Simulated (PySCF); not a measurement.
H₄FNSn, SMILES [NH2][SnH2][F], B3LYP/def2-SVP optimised geometry. Atoms within 1.6 Å of the plane z = 0.0 Å (x, y, z in Å): Sn1 (-0.76, -0.83, 0.00), F3 (1.20, -0.83, 0.00), H4 (-1.20, 0.83, 0.00), H5 (-1.20, -1.79, -1.34).

Method: B3LYP/def2-TZVP, def2 effective core potentials past Kr (PySCF). The core electrons that the potentials of Sn replace are not part of the density. Cells within 0.4 Å of a nucleus heavier than hydrogen are left out (blank, or x).

Map of the HOMO amplitude (bohr^(-3/2)) on the plane z = 0.0 Å; orbital energy -7.60 eV, overall sign arbitrary:

```
|5555444444555555555555555555555|
|5444444444445555555555555555555|
|4444444444444555555555555555555|
|4444444444444455555555555555555|
|4444444444444445555555555555555|
|4444444444444445555555555555555|
|4444444444444445555555555555555|
|4444444444444444555555555555555|
|4444444444444444555555555555555|
|4444444444444444555555555555555|
|4444444444444445555555555555555|
|4444444444444445555555555555555|
|4444444444444445555555555555555|
|4444444444444455555555555555555|
|4444444444444555555555555555555|
|4444444444445555544555655555555|
|4444444445545555444456666555555|
|444444445565x6654322x8876555555|
|44444444567xxx65431xxx976555555|
|44444444567xxx65430xxx976555555|
|44444444566xx4554310xx666555555|
|4444444445554565543234555555555|
|4444444445566666544444555555555|
|4444444445566666554444555555555|
|4444444445566665555545555555555|
|4444444445556655555555555555555|
|4444444445555555555555555555555|
|4444444445555555555555555555555|
|4444444445555555555555555555555|
|4444444445555555555555555555555|
|4444444445555555555555555555555|
```
Scale: ten equal steps from -0.094 (start of '0') to 0.093 (end of '9'), in the order '0123456789'; x runs from -3.50 to 3.50, y from -3.50 (bottom) to 3.50 (top).
